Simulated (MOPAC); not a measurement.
A run for MOPAC: PM3 on AsH5S (a complex), monomers drawn apart or pushed together.

```
PM3 1SCF PRECISE CHARGE=0 THREADS=1
AsH5S

S      0.59242906 1     0.25363794 1    -0.78131233 1
H     -0.37094659 1     1.06903175 1    -0.32430636 1
H     -0.25053208 1    -0.78790158 1    -0.86331370 1
As    -0.63131285 1    -0.54102264 1     4.30006599 1
H     -0.07623341 1    -1.89314012 1     3.87137806 1
H     -0.65434990 1    -0.94875569 1     5.77221044 1
H      0.76157461 1     0.06138669 1     4.42104872 1
```

The log:

```
*******************************************************************************
 **                                                                           **
 **                              MOPAC v23.2.5                                **
 **                                                                           **
 *******************************************************************************
 ** MOPAC's Digital Object Identifier: https://doi.org/10.5281/zenodo.6511958 **
 **                                                                           **
 ** Please cite the open-source release paper for use of this MOPAC version:  **
 ** J. E. Moussa and J. J. P. Stewart (2026)                                  **
 ** MOPAC: An open-source semiempirical molecular orbital program             **
 ** J. Open Source Softw., 11(119), 8025, https://doi.org/10.21105/joss.08025 **
 *******************************************************************************

                              PM3 CALCULATION RESULTS

 *******************************************************************************
 *  PM3        - The PM3 Hamiltonian to be used
 *
 *
 *
 *                 CHARGE ON SYSTEM = 0
 *
 *
 *
 *  PRECISE    - TIGHTER CRITERIA TO BE USED
 *  1SCF       - DO 1 SCF AND THEN STOP
 *  THREADS=1  - MULTI-THREADING NOT USED
 *  T=         - A TIME OF 172800.0 SECONDS REQUESTED
 *  DUMP=N     - RESTART FILE WRITTEN EVERY 7200.0 SECONDS REQUESTED
 *******************************************************************************
PM3 1SCF PRECISE CHARGE=0 THREADS=1
 AsH5S

   ATOM   CHEMICAL          X               Y               Z
  NUMBER   SYMBOL      (ANGSTROMS)     (ANGSTROMS)     (ANGSTROMS)

     1       S          0.59242906  *   0.25363794  *  -0.78131233  *
     2       H         -0.37094659  *   1.06903175  *  -0.32430636  *
     3       H         -0.25053208  *  -0.78790158  *  -0.86331370  *
     4      As         -0.63131285  *  -0.54102264  *   4.30006599  *
     5       H         -0.07623341  *  -1.89314012  *   3.87137806  *
     6       H         -0.65434990  *  -0.94875569  *   5.77221044  *
     7       H          0.76157461  *   0.06138669  *   4.42104872  *



          CARTESIAN COORDINATES

    NO.       ATOM           X           Y           Z

     1         S          0.5924      0.2536     -0.7813
     2         H         -0.3709      1.0690     -0.3243
     3         H         -0.2505     -0.7879     -0.8633
     4        As         -0.6313     -0.5410      4.3001
     5         H         -0.0762     -1.8931      3.8714
     6         H         -0.6543     -0.9488      5.7722
     7         H          0.7616      0.0614      4.4210

  H: (PM3): J. J. P. STEWART, J. COMP. CHEM. 10, 209 (1989).
  S: (PM3): J. J. P. STEWART, J. COMP. CHEM. 10, 209 (1989).
 As: (PM3): J. J. P. STEWART, J. COMP. CHEM. 12, 320-341 (1991).

           Empirical Formula: H5 S As  =     7 atoms



      MOLECULAR POINT GROUP   :   C1


      RHF CALCULATION, NO. OF DOUBLY OCCUPIED LEVELS = 8


 -------------------------------------------------------------------------------
 PM3 1SCF PRECISE CHARGE=0 THREADS=1
 AsH5S



     1SCF WAS SPECIFIED, SO BFGS WAS NOT USED
     SCF FIELD WAS ACHIEVED


                              PM3 CALCULATION
                                                       MOPAC v23.2.5 Linux




          FINAL HEAT OF FORMATION =         12.57011 KCAL/MOL =      52.59335 KJ/MOL


          COSMO AREA              =        126.94 SQUARE ANGSTROMS
          COSMO VOLUME            =        101.03 CUBIC ANGSTROMS

          IONIZATION POTENTIAL    =          9.626814 EV
          HOMO LUMO ENERGIES (EV) =         -9.627  0.446
          NO. OF FILLED LEVELS    =          8
          MOLECULAR WEIGHT        =        112.0211         POINT GROUP:  C1

          MOLECULAR DIMENSIONS (Angstroms)

            Atom       Atom       Distance
            H     6    S     1     6.77856
            H     3    H     7     2.62621
            H     2    H     5     2.36005


          SCF CALCULATIONS        =          1





   ATOM   CHEMICAL          X               Y               Z
  NUMBER   SYMBOL      (ANGSTROMS)     (ANGSTROMS)     (ANGSTROMS)

     1       S          0.59242906  *   0.25363794  *  -0.78131233  *
     2       H         -0.37094659  *   1.06903175  *  -0.32430636  *
     3       H         -0.25053208  *  -0.78790158  *  -0.86331370  *
     4      As         -0.63131285  *  -0.54102264  *   4.30006599  *
     5       H         -0.07623341  *  -1.89314012  *   3.87137806  *
     6       H         -0.65434990  *  -0.94875569  *   5.77221044  *
     7       H          0.76157461  *   0.06138669  *   4.42104872  *

                             CARTESIAN COORDINATES

   1    S        0.592429060     0.253637940    -0.781312330
   2    H       -0.370946590     1.069031750    -0.324306360
   3    H       -0.250532080    -0.787901580    -0.863313700
   4   As       -0.631312850    -0.541022640     4.300065990
   5    H       -0.076233410    -1.893140120     3.871378060
   6    H       -0.654349900    -0.948755690     5.772210440
   7    H        0.761574610     0.061386690     4.421048720


           Empirical Formula: H5 S As  =     7 atoms



      MOLECULAR POINT GROUP   :   C1


                  EIGENVALUES
 -27.19638 -21.52914 -15.27273 -12.78024 -12.77958 -12.36332 -10.07801  -9.62681
   0.44632   0.52560   1.10253   1.11913   1.21659


              NET ATOMIC CHARGES AND DIPOLE CONTRIBUTIONS

  ATOM NO.   TYPE          CHARGE      No. of ELECS.   s-Pop       p-Pop
    1          S          -0.005883        6.0059     1.88728     4.11860
    2          H           0.003675        0.9963     0.99633
    3          H           0.002242        0.9978     0.99776
    4         As           0.358273        4.6417     1.79216     2.84957
    5          H          -0.121118        1.1211     1.12112
    6          H          -0.119709        1.1197     1.11971
    7          H          -0.117480        1.1175     1.11748
 DIPOLE           X         Y         Z       TOTAL
 POINT-CHG.    -1.122     0.684    -0.659     1.470
 HYBRID        -0.117    -1.205     1.358     1.819
 SUM           -1.238    -0.521     0.699     1.514


          ATOMIC ORBITAL ELECTRON POPULATIONS

     Atom    s        px        py        pz
    1  S   1.88728   1.14508   1.08621   1.88731
    2  H   0.99633
    3  H   0.99776
    4 As   1.79216   0.99645   0.92574   0.92737
    5  H   1.12112
    6  H   1.11971
    7  H   1.11748

 **********************
 *                    *
 * JOB ENDED NORMALLY *
 *                    *
 **********************




 == MOPAC DONE ==
```

The run finished.

Cost: about 0.03 core-seconds (a rough figure).
